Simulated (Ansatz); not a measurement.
Name a neutral molecule of Br, In, S and H with HOMO–LUMO gap (ωB97M-V/def2-TZVPP) between 9.70 and 10.00 eV and zero-point energy (PBE0-D4/def2-TZVP) between 40 and 56 kJ/mol (Ansatz, PBE0-D4/def2-TZVP geometry).

`[SH][In]([SH])[Br]` (9.75 eV, 50.5 kJ/mol). Other molecules can fit too; these were computed, each in one conformer that needn't be the lowest.
